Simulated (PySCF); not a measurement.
A structure optimised at PBE-D3(BJ)/def2-SVP, used in a PySCF frequency run:

```
C
H 1 1.1103
H 1 1.1110 2 107.39
N 1 1.4638 2 109.63 3 -118.35
H 4 1.0280 1 110.56 2 -65.10
H 4 1.0281 5 106.90 1 121.51
C 1 1.5058 2 110.14 3 119.84
N 7 1.2952 1 127.60 2 11.73
C 8 1.3339 7 122.58 1 -5.64
N 9 1.1814 8 172.79 7 175.87
H 7 1.1106 8 115.60 9 -179.31
```
Charge 0, spin multiplicity 1.

Q: Write its SMILES and formula.

A: N#C/N=C\CN, C3H5N3

Q: What are its rotational constants (standard atomic weights)?

A: 8.2621, 2.1007, 1.8303 GHz
